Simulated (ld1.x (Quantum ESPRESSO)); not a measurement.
What one change does to a pseudopotential (thallium (Tl), TM semilocal)

* Element: Tl
* Generator: ld1.x (Quantum ESPRESSO) 7.5
* Type: norm-conserving Troullier–Martins (semilocal form)
* Functional: PBE
* Relativity: scalar-relativistic
* Frozen core: [Xe] 4f14 5d10
* Valence charge: 3
* Reference configuration: 6s2 6p1
* Partial waves: 6s (bound): rc 2.20 bohr; 6d channel at -0.15 Ry: rc 2.35 bohr; 6p (bound): rc 3.05 bohr
* Local potential: the p channel
* Core correction: none

All-electron outer shells of the reference configuration (PBE, scalar-relativistic, ld1.x):

```csv
shell,level (eV),outermost node (bohr),outermost maximum (bohr)
5p,-76.10,0.50,0.91
5d,-15.49,0.53,1.11
6s,-9.55,1.04,2.08
6p,-2.37,1.23,2.91
```

Change: form changed from semilocal to separable (Kleinman–Bylander), still TM; local potential all-electron potential smoothed inside 1.75 bohr (lloc = -2).

Cutoffs: the cutoffs (Ry, on a coarse ladder) from which the occupation-weighted sum of valence levels, in a spherical-Bessel basis at the reference potential, stays within 10 and 1 mRy of its value at 400 Ry; they do not see the model core or the augmentation charge, which bear on the density cutoff. Errors are all-electron minus pseudo energies relative to the spin-unpolarised reference configuration.

Problem. What does the change do?

Solution. The potential gets neither clearly harder nor softer (18 Ry and 30 Ry → 18 Ry and 30 Ry); both files keep a bound ghost (d); of the 7 tests that both files solve, the error grows in 1 and shrinks in 1 by more than 15 % and 0.3 meV (median size 36.5 → 39.1 meV); the range in which the s phases agree narrows (upper end 1.3 → 0.2). In the semilocal form every listed channel keeps its own potential, so the choice of the local channel does not act on these tests. It acts once the file is put into the separable form. A semilocal file is local in each channel, so a ghost entry of none says nothing of the separable form that plane-wave codes build from it.

| quantity | base | changed |
| --- | --- | --- |
| cutoff, loose | 18 Ry | 18 Ry |
| cutoff, tight | 30 Ry | 30 Ry |
| bound ghosts | d | d |
| error for 6s2 6p0, meV [ΔE 5.17 eV] | +47 | +50 |
| error for 6s1 6p0, meV [ΔE 25.95 eV] | +103 | +158 |
| error for 6s2 6p0.5, meV [ΔE 1.85 eV] | +8.7 | +9.1 |
| error for 6s1 6p1, meV [ΔE 13.44 eV] | -5.9 | +4.5 |
| error for 6s1 6p2, meV [ΔE 7.40 eV] | +36 | +39 |
| error for 6s2 6p1.3, meV [ΔE -0.49 eV] | +2.2 | +2.2 |
| error for 6s0 6p3, meV [ΔE 15.21 eV] | +191 | +195 |
| s: phases at 3.32 bohr within 0.05 rad from the reference energy up to (Ry; the scan ends near 5) | 1.3 | 0.2 |
| p: phases at 3.32 bohr within 0.05 rad from the reference energy up to (Ry; the scan ends near 5) | 1.9 | 1.3 |
| d: phases at 3.32 bohr within 0.05 rad from the reference energy up to (Ry; the scan ends near 5) | 0.2 | 0.3 |

 A true bound ghost makes a file unfit for plane-wave use even where its test errors are small: the radial tests pick states by their node count and pass the ghost by.
